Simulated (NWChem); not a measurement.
# Correlation energy of FOS

```
S
O 1 1.4721
F 1 1.6307 2 108.62
```
Charge 0, spin multiplicity 2.

The numbers come from NWChem runs, not from measurements. All single points use one geometry, from UPBE0/def2-SVP, a minimum by its harmonic frequencies.

Basis set: 3-21G. Each correlation energy counts from its own Hartree-Fock reference.

```tsv
method	correlation energy (mHa)	remark
UMP2	-283.9	-
SCS-UMP2	-273.7	-
CCSD on UHF	-298.8	large amplitudes
CCSD[T] on UHF	-308.9	large amplitudes
CCSD(T) on UHF	-306.6	large amplitudes
CCSD on ROHF	-302.1	large amplitudes
CCSD[T] on ROHF	-312.7	large amplitudes
CCSD(T) on ROHF	-310.2	large amplitudes
CCSDT on ROHF	-311.2	large amplitudes
```

The values span 39.0 mHa, from CCSD[T] on ROHF (lowest) to SCS-UMP2 (highest). 

The correlated methods keep 7 core orbitals frozen. The structure started from a generated list of species. The unpaired electrons of the parent sit in orbitals of symmetry a" (Cs labels of the run); other states weren't searched. The stability of the SCF solutions was not checked. Open-shell Hartree-Fock references start from PBE0 orbitals. Coupled-cluster values serve here as a point of comparison, not as the truth.
